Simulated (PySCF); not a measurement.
Can point charges reproduce the dipole moment of `CC[P@@H](=O)CCC#N`?

Coordinates (GFN2-xTB, Å) and charges (e) from the PBE0/pcSseg-1 density (PySCF):

```tsv
atom	x	y	z	Mulliken	IAO	Hirshfeld	ESP-fitted
C1	-2.026	1.327	-0.565	-0.2966	-0.4211	-0.1130	-0.1859
C2	-1.919	-0.186	-0.469	-0.5058	-0.5121	-0.1052	-0.2179
P3	-0.373	-0.781	0.308	+0.8224	+1.4090	+0.4124	+0.7266
O4	-0.281	-2.237	0.436	-0.6127	-0.9301	-0.4033	-0.6442
C5	1.039	-0.067	-0.632	-0.4914	-0.5118	-0.1040	-0.1508
C6	2.322	-0.611	0.000	-0.1921	-0.2966	-0.0381	-0.2958
C7	2.451	-0.105	1.343	+0.0351	+0.1349	+0.0883	+0.3935
N8	2.538	0.327	2.397	-0.2423	-0.2463	-0.2241	-0.4781
H9	-1.313	1.724	-1.284	+0.1253	+0.1407	+0.0420	+0.0454
H10	-1.828	1.782	0.403	+0.1245	+0.1443	+0.0437	+0.0504
H11	-3.025	1.617	-0.883	+0.1371	+0.1561	+0.0510	+0.0883
H12	-2.726	-0.601	0.144	+0.1707	+0.1655	+0.0565	+0.1060
H13	-1.987	-0.662	-1.452	+0.1622	+0.1585	+0.0524	+0.0900
H14	-0.330	-0.097	1.522	+0.0452	-0.0943	-0.0060	-0.0156
H15	1.024	1.022	-0.615	+0.1680	+0.1587	+0.0501	+0.0769
H16	0.955	-0.414	-1.666	+0.1718	+0.1631	+0.0579	+0.1029
H17	3.208	-0.328	-0.576	+0.1799	+0.1831	+0.0713	+0.1444
H18	2.263	-1.704	0.050	+0.1988	+0.1984	+0.0685	+0.1639
```

**Question.** Form Σ q r in debye for every column and set it beside the full dipole.

**Answer.** The full density gives (-1.23, 2.66, -4.41) D, 5.29 D in size; dipole vectors point from the negative to the positive end.

| scheme | μx | μy | μz | size (D) | share of the full size (%) | angle to the full dipole (°) |
| --- | --- | --- | --- | --- | --- | --- |
| Mulliken | -1.41 | 3.10 | -3.31 | 4.75 | 90 | 12 |
| IAO | -1.17 | 4.28 | -3.14 | 5.44 | 103 | 22 |
| Hirshfeld | -1.03 | 2.16 | -2.94 | 3.79 | 72 | 6 |
| ESP-fitted | -1.24 | 2.69 | -4.43 | 5.32 | 101 | 0 |

**Question.** Which set comes closest?

**Answer.** Length of the difference vector: ESP-fitted 0.04 D, Mulliken 1.19 D, Hirshfeld 1.56 D, IAO 2.06 D. Closest: ESP-fitted. The schemes that divide the density aren't constrained to reproduce the dipole.

**Question.** What is left for the Hirshfeld atoms' own dipoles?

**Answer.** The Hirshfeld atoms' densities add up to the full density, so μ = Σ q r + Σ (atomic dipoles). The atomic dipoles sum to (-1.23, 2.66, -4.41) − (-1.03, 2.16, -2.94) = (-0.20, 0.50, -1.47) D, 1.56 D in size.

**Question.** With the origin at the mean of the coordinates, (0.000, 0.000, -0.085) Å, which are the largest single terms, by size, of the IAO dipole along the direction of the full one?

**Answer.** O4 +6.68, P3 -4.29, C1 -3.11, N8 +2.95, C2 -1.65 D; all 18 atoms together +5.04 D. The single terms depend on the origin, their sum doesn't.

**Question.** Give the size of the full dipole in other units.

**Answer.** 5.29 D = 2.082 au = 1.101 e·Å = 17.65 × 10⁻³⁰ C·m.

Geometry: GFN2-xTB, one conformer, isolated molecule.

Shape of the structure used: `[CH3:1][CH2:2][P@@H:3](=[O:4])[CH2:5][CH2:6][C:7]#[N:8]`: C1–C2–P3–O4 178°, C2–P3–C5–C6 -178°, P3–C5–C6–C7 -66°.
